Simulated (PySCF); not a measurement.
CH$_{4}$N, charge -1, singlet, at a GFN2-xTB geometry (in this run its highest filled SCF level lies above zero, so its values depend strongly on the basis, on diffuse functions most of all); MP2/6-31G* run with PySCF.

The PySCF input:
```python
from pyscf import gto, scf, mp

mol = gto.M(
    atom='''
C    -0.081984    0.828586   -0.006812
N     0.046891   -0.731902    0.006198
H    -0.498121   -1.028548    0.823905
H    -0.509639   -1.043023   -0.798264
H     0.592027    1.119620    0.875268
H     0.579398    1.103748   -0.903426
''',
    basis='6-31g*',
    charge=-1,
    spin=0,
    verbose=4,
)

mf = scf.RHF(mol)
mf.kernel()

pt = mp.MP2(mf)
pt.kernel()
print('E(MP2) = %.10f' % pt.e_tot)
```

Task: Predict the main parts of the log of this PySCF run.

Result: 
```
PySCF version 2.14.0

[INPUT] verbose = 4
[INPUT] num. atoms = 6
[INPUT] num. electrons = 18
[INPUT] charge = -1
[INPUT] spin (= nelec alpha-beta = 2S) = 0
[INPUT] symmetry False subgroup None
[INPUT] Mole.unit = angstrom
[INPUT] Symbol           X                Y                Z      unit          X                Y                Z       unit  Magmom
[INPUT]  1 C     -0.081984000000   0.828586000000  -0.006812000000 AA   -0.154927306596   1.565800610649  -0.012872814361 Bohr   0.0
[INPUT]  2 N      0.046891000000  -0.731902000000   0.006198000000 AA    0.088611147707  -1.383094330021   0.011712522520 Bohr   0.0
[INPUT]  3 H     -0.498121000000  -1.028548000000   0.823905000000 AA   -0.941312266894  -1.943674025969   1.556954802660 Bohr   0.0
[INPUT]  4 H     -0.509639000000  -1.043023000000  -0.798264000000 AA   -0.963078132397  -1.971027811622  -1.508500335100 Bohr   0.0
[INPUT]  5 H      0.592027000000   1.119620000000   0.875268000000 AA    1.118768888348   2.115775163586   1.654016805596 Bohr   0.0
[INPUT]  6 H      0.579398000000   1.103748000000  -0.903426000000 AA    1.094903537121   2.085781430536  -1.707227713811 Bohr   0.0

nuclear repulsion = 34.924186680082
number of shells = 20
number of NR pGTOs = 70
number of NR cGTOs = 36
basis = 6-31g*
ecp = {}

******** <class 'pyscf.scf.hf.RHF'> ********
method = RHF
initial guess = minao
damping factor = 0
level_shift factor = 0
DIIS = <class 'pyscf.scf.diis.CDIIS'>
diis_start_cycle = 1
diis_space = 8
diis_damp = 0
SCF conv_tol = 1e-09
SCF conv_tol_grad = None
SCF max_cycles = 50
direct_scf = True
direct_scf_tol = 1e-13
Set gradient conv threshold to 3.16228e-05
Initial guess from minao.
init E= -94.2876563192779
  HOMO = -0.126387370741376  LUMO = 0.157149251571058  gap/eV = 7.71542
cycle= 1 E= -94.438708249459  delta_E= -0.151  |g|= 0.35  |ddm|= 2.09
  HOMO = 0.0718019173195072  LUMO = 0.452214346468149  gap/eV = 10.35155
cycle= 2 E= -94.4719449406032  delta_E= -0.0332  |g|= 0.14  |ddm|= 0.509
  HOMO = 0.0109146289394704  LUMO = 0.444212962280073  gap/eV = 11.79065
cycle= 3 E= -94.4770802038026  delta_E= -0.00514  |g|= 0.0318  |ddm|= 0.179
  HOMO = 0.0110028542953469  LUMO = 0.449800468926246  gap/eV = 11.94029
cycle= 4 E= -94.47759638143  delta_E= -0.000516  |g|= 0.00984  |ddm|= 0.0735
  HOMO = 0.0105121325050428  LUMO = 0.449092593612225  gap/eV = 11.93438
cycle= 5 E= -94.4776660548579  delta_E= -6.97e-05  |g|= 0.00413  |ddm|= 0.038
  HOMO = 0.00965337585794002  LUMO = 0.449253702000913  gap/eV = 11.96213
cycle= 6 E= -94.4776803702601  delta_E= -1.43e-05  |g|= 0.00145  |ddm|= 0.0202
  HOMO = 0.00963991647930085  LUMO = 0.449310630678519  gap/eV = 11.96405
cycle= 7 E= -94.4776831764388  delta_E= -2.81e-06  |g|= 0.000362  |ddm|= 0.0124
  HOMO = 0.0096367006751934  LUMO = 0.449317874229008  gap/eV = 11.96433
cycle= 8 E= -94.4776833670615  delta_E= -1.91e-07  |g|= 0.000102  |ddm|= 0.0032
  HOMO = 0.00965389660736493  LUMO = 0.449318730788254  gap/eV = 11.96389
cycle= 9 E= -94.4776833811306  delta_E= -1.41e-08  |g|= 2.26e-05  |ddm|= 0.00078
  HOMO = 0.00965575366583771  LUMO = 0.44931685496743  gap/eV = 11.96379
cycle= 10 E= -94.4776833818875  delta_E= -7.57e-10  |g|= 6.05e-06  |ddm|= 0.000186
  HOMO = 0.0096556212182688  LUMO = 0.449317003485238  gap/eV = 11.96380
Extra cycle  E= -94.4776833819242  delta_E= -3.67e-11  |g|= 3.13e-06  |ddm|= 2.77e-05
converged SCF energy = -94.4776833819242

******** <class 'pyscf.mp.mp2.RMP2'> ********
nocc = 9, nmo = 36
E(RMP2) = -94.7786036662934  E_corr = -0.300920284369265
E(SCS-RMP2) = -94.7775279763441  E_corr = -0.29984459441995
E_corr(same-spin) = -0.0706843232575022
E_corr(oppo-spin) = -0.230235961111763
E(MP2) = -94.7786036663
```
